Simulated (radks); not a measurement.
Results of a calculation; reference values are marked as such.
Neutral mercury inside a hard spherical wall (all orbitals vanish at R), configuration held at [Hg] and not refilled when levels cross. Level of theory: scalar-relativistic Kohn-Sham, PBE, spin-polarised, spherical densities, point nucleus (a radial shooting solver on a logarithmic mesh with Libxc functionals). Eigenvalues in eV for spin up, with the zero of energy where the potential of the charges vanishes at infinity; a dash marks a level that is unbound or too diffuse for the functional's potential to be trusted. A positive occupied level is held by the wall or, in an anion where self-interaction has pushed it up, behind a barrier. The pressure on the wall is -dE/dV.

| R (bohr) | E (hartree) | kinetic (hartree) | e(4f) | e(5p) | e(5d) | e(6s) | e(6p, empty) | e(7s, empty) | pressure (GPa) |
|---|---|---|---|---|---|---|---|---|---|
| free | -19622.7119 | 22034.723 | -95.887 | -66.516 | -9.860 | -6.817 | - | - | 0 |
| 12 | -19622.7119 | 22034.723 | -95.887 | -66.515 | -9.860 | -6.816 | -1.012 | 0.731 | < 0.0001 |
| 8 | -19622.7107 | 22034.736 | -95.820 | -66.448 | -9.795 | -6.753 | -0.611 | 3.489 | 0.0576 |
| 7 | -19622.7074 | 22034.766 | -95.685 | -66.313 | -9.667 | -6.620 | -0.170 | 5.742 | 0.296 |
| 5 | -19622.6384 | 22035.213 | -94.210 | -64.883 | -8.342 | -5.038 | 3.113 | 18.842 | 9.92 |
| 4 | -19622.3812 | 22036.571 | -90.876 | -61.803 | -5.504 | -1.134 | 9.487 | 39.677 | 76.4 |
| 3.5 | -19621.9633 | 22038.559 | -86.945 | -58.330 | -2.218 | 3.860 | 16.916 | 61.241 | 242 |
| 3 | -19620.8993 | 22043.255 | -79.462 | -52.015 | 4.098 | 14.406 | 31.726 | 100.16 | 873 |
| 2.5 | -19617.8702 | 22055.794 | -64.454 | -39.932 | 17.337 | 39.146 | 64.406 | 177.08 | 3790 |
| 2 | -19607.6879 | 22095.180 | -31.792 | -13.305 | 49.418 | 106.15 | 146.34 | 349.39 | 21600 |
| 1.5 | -19564.2970 | 22245.966 | 47.338 | 65.371 | 147.06 | 322.44 | 390.30 | 813.32 | 183000 |
